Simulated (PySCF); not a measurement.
C5H7S2Si (doublet state).
Structure used (GFN2-xTB), in Å, numbered top down from 1:
```xyz
15
C5H7S2Si angstrom
C     -2.8255   -1.0215   -0.0803
C     -1.7386   -0.2357    0.0935
C     -1.6661    1.0972    0.5646
C     -0.3863    1.6049    0.6257
C      0.5904    0.7146    0.2125
S      2.2880    1.0634    0.1816
Si     3.1386   -0.7623   -0.6111
S     -0.0991   -0.8095   -0.2704
H     -2.7443   -2.0272   -0.4478
H     -3.8063   -0.6479    0.1509
H     -2.5505    1.6399    0.8428
H     -0.1351    2.5965    0.9577
H      4.5477   -0.4084   -0.6166
H      2.8044   -1.8349    0.3147
H      2.5784   -0.9611   -1.9398
```

The hyperfine couplings belong to this conformer and change with its torsions.

Identity: `c1(S[SiH3])ccc([CH2])s1` [radical].

Computed, not measured: PySCF 2.14.0, UKS B3LYP, pcH-1 on C H S Si, non-relativistic, mean-field spin-orbit, GIAO. The structure is a single GFN2-xTB conformer in the gas phase; no vibrational or solvent corrections. Couplings are sensitive to structure, and on GFN2-xTB geometries they can be far from those on DFT ones. No stability test was run, so a lower SCF solution isn't excluded. ⟨S²⟩ is 0.779 where a pure state has 0.75.

(1) Where do the isotropic ENDOR lines of H9, H10, H11, H12 and H13/H14/H15 fall at 342.8 mT, to first order?

(2) Which pairs are centred on the nuclear Larmor frequency, and which on half the coupling?

(3) At what field would the lower line of H9 fall to zero frequency?

Answers

(1) For S = 1/2 in fast tumbling each set of equivalent nuclei gives two lines, ν± = |νn ± a/2| to first order, with νn = g_N μN B/h and μN/h = 7.62259 MHz/T.

```json
{"nuclei": "H9", "isotope": "1H", "g_N": "5.5857", "νn (MHz)": "14.60", "a_iso (MHz)": "-35.10", "lower line (MHz)": "2.95", "upper line (MHz)": "32.14"}
{"nuclei": "H10", "isotope": "1H", "g_N": "5.5857", "νn (MHz)": "14.60", "a_iso (MHz)": "-34.33", "lower line (MHz)": "2.57", "upper line (MHz)": "31.76"}
{"nuclei": "H11", "isotope": "1H", "g_N": "5.5857", "νn (MHz)": "14.60", "a_iso (MHz)": "-24.43", "lower line (MHz)": "2.38", "upper line (MHz)": "26.81"}
{"nuclei": "H12", "isotope": "1H", "g_N": "5.5857", "νn (MHz)": "14.60", "a_iso (MHz)": "6.04", "lower line (MHz)": "11.58", "upper line (MHz)": "17.61"}
{"nuclei": "H13/H14/H15", "isotope": "1H", "g_N": "5.5857", "νn (MHz)": "14.60", "a_iso (MHz)": "4.26", "lower line (MHz)": "12.47", "upper line (MHz)": "16.72"}
```

(2) Centred on νn, since |a| < 2νn: H11, H12 and H13/H14/H15. Centred on |a|/2 and split by 2νn: H9 and H10.

(3) Where νn = |a|/2, that is B = 17.55 MHz/(5.5857 × 7.62259 MHz/T) = 412 mT, as far as first order holds there.

Class means assume fast exchange of nuclei equivalent by connectivity; if that motion is slow, each nucleus keeps its own coupling. H9 and H10 aren't averaged: C1 is flat or nearly so (angle sum 360°), and its turn about the short C1–C2 bond (1.35 Å) is taken as slow. The three 1H nuclei of mean +4.3 MHz run from -1.2 to 7.2 MHz in the frozen geometry.

The largest Mulliken spin populations are on C1 (+0.57), C3 (+0.37), C5 (+0.33) and C2 (-0.19). Three atoms exceed +0.15. The positive populations add up to 1.40 and the negative ones to -0.40, together 2S = 1. The angles at C1 add up to 360.0°, so it is planar.
